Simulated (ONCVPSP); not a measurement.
## Scattering properties, ONCV potential for Mn

Mn, optimised norm-conserving Vanderbilt (ONCV), made with ONCVPSP 4.0.1 (PBE, fully relativistic). Core [Ne], reference 3s2 3p6 3d5.5 4s1.5. Waves: 3s+4s: rc 1.55 bohr, ncon 5, nbas 8, qcut 9.4 1/bohr, 2 projectors; 3p: rc 1.10 bohr, ncon 3, nbas 6, qcut 15.7 1/bohr, 2 projectors, debl 3.1 Ha; 3d: rc 1.85 bohr, ncon 3, nbas 8, qcut 8.3 1/bohr, 2 projectors, debl 2 Ha. Local part: polynomial inside 0.90 bohr (lpopt 5, dvloc0 0 Ha). Core correction: Teter function, fcfact 5, rcfact 1.25.

Open shells are filled in proportion to 2j + 1.

The phase is arctan(r·R′/R) of the radial function R(r), unwrapped; energies in Ha, scanned from -5 to 5 Ha. A pole is an energy at which the radial function vanishes at the test radius. The pseudo phase is shifted by a multiple of π to meet the all-electron one at the reference energy, and phase errors are pseudo minus all-electron; the curves can meet again beyond the range given. Levels narrower than the energy grid can be missing from the lists of poles.

Problem. For each channel, where are the poles, and over which energies does the pseudopotential scatter like the atom?

Solution.

```csv
channel,radius (bohr),reference energy (Ha),"poles, all-electron","poles, pseudo",unbroken range about the reference energy with phases within 0.05 rad,phase error 1 Ha above the reference energy (rad)
s,1.57,-0.17,-2.77,-2.77,the whole range,-0.000
p3/2,1.12,-1.91,0.47,0.47,the whole range,-0.000
p1/2,1.12,-1.95,0.36,0.36,the whole range,-0.000
d5/2,1.88,-0.18,"0.15, 4.75","0.15, 4.79",the whole range,-0.000
d3/2,1.88,-0.18,"0.14, 4.74","0.14, 4.78",the whole range,-0.000
```

Phases in the p1/2 channel:

```json
{"E (Ha)": "-4.96", "all-electron": "0.813", "pseudo": "0.813"}
{"E (Ha)": "-4.48", "all-electron": "0.632", "pseudo": "0.632"}
{"E (Ha)": "-4.00", "all-electron": "0.347", "pseudo": "0.347"}
{"E (Ha)": "-3.52", "all-electron": "-0.071", "pseudo": "-0.071"}
{"E (Ha)": "-3.04", "all-electron": "-0.535", "pseudo": "-0.535"}
{"E (Ha)": "-2.56", "all-electron": "-0.894", "pseudo": "-0.894"}
{"E (Ha)": "-2.08", "all-electron": "-1.127", "pseudo": "-1.127"}
{"E (Ha)": "-1.60", "all-electron": "-1.278", "pseudo": "-1.278"}
{"E (Ha)": "-1.12", "all-electron": "-1.382", "pseudo": "-1.382"}
{"E (Ha)": "-0.64", "all-electron": "-1.458", "pseudo": "-1.458"}
{"E (Ha)": "-0.16", "all-electron": "-1.518", "pseudo": "-1.518"}
{"E (Ha)": "0.32", "all-electron": "-1.567", "pseudo": "-1.567"}
{"E (Ha)": "0.80", "all-electron": "-1.610", "pseudo": "-1.610"}
{"E (Ha)": "1.28", "all-electron": "-1.649", "pseudo": "-1.649"}
{"E (Ha)": "1.76", "all-electron": "-1.686", "pseudo": "-1.686"}
{"E (Ha)": "2.24", "all-electron": "-1.723", "pseudo": "-1.723"}
{"E (Ha)": "2.72", "all-electron": "-1.762", "pseudo": "-1.762"}
{"E (Ha)": "3.20", "all-electron": "-1.804", "pseudo": "-1.804"}
{"E (Ha)": "3.68", "all-electron": "-1.852", "pseudo": "-1.853"}
{"E (Ha)": "4.16", "all-electron": "-1.910", "pseudo": "-1.910"}
{"E (Ha)": "4.64", "all-electron": "-1.981", "pseudo": "-1.981"}
```
